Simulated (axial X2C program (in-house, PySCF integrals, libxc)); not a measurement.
**Spin–orbit effects down a group: molecules with Sr (ions), MP2**

Computed with an in-house all-electron X2C program for linear molecules (integrals from PySCF), spin-free (one-electron X2C) or two-component (2c: spin–orbit coupling with atomic mean-field Coulomb and Gaunt terms, which also bring small scalar terms), in Dyall basis sets with cores contracted in-house; open shells are unrestricted.

Basis sets: H dyall-v3z, Li dyall-cv3z, Na dyall-cv3z, Sr dyall-cv3z. Frozen shells (counts by l): SrH⁺ Sr 3s2p1d, H none, 10 electrons correlated; LiSr⁺ Sr 3s2p1d, Li 1s, 10 electrons correlated; NaSr⁺ Sr 4s3p1d, Na 2s1p, 2 electrons correlated. Where the outer core of a metal is frozen, bonds come out longer and ionisation energies lower. Frozen cores can differ along the series, which adds to the trend.

```tsv
molecule	spin-free state	Re (Å)	ωe (cm⁻¹)	De (eV)	2c state	Re 2c (Å)	ωe 2c (cm⁻¹)	De 2c (eV)
SrH⁺	M_S = 0, Λ = 0	2.023	1455.8	1.88	Ω = 0	2.022	1455.9	1.88
LiSr⁺	M_S = 0, Λ = 0	3.437	225.6	1.21	Ω = 0	3.437	225.6	1.21
NaSr⁺	M_S = 0, Λ = 0	3.800	115.5	0.99	Ω = 0	3.800	115.5	0.99
```

(1) Work out the shifts from the spin-free to the two-component result.

Fragments in 2c: Sr+ + H, Sr + Li+, Sr + Na+. Each entry is the lowest single determinant of a limited PBE0 search at one distance. De goes to single-determinant-based atoms at the same level (for ions the charge split of lowest energy) and is withheld (n/a) where an atom does not fit its ground term or J level. Main or longest-lived isotopes.

Results:

(1) 

| molecule | 2c state | ΔRe (Å) | Δωe (cm⁻¹) | ΔDe (eV) |
| --- | --- | --- | --- | --- |
| SrH⁺ | Ω = 0 | -0.001 | 0.1 | 0.00 |
| LiSr⁺ | Ω = 0 | 0.000 | 0.0 | 0.00 |
| NaSr⁺ | Ω = 0 | 0.000 | 0.0 | 0.00 |

Shifts of one unit in the last digit are rounding.
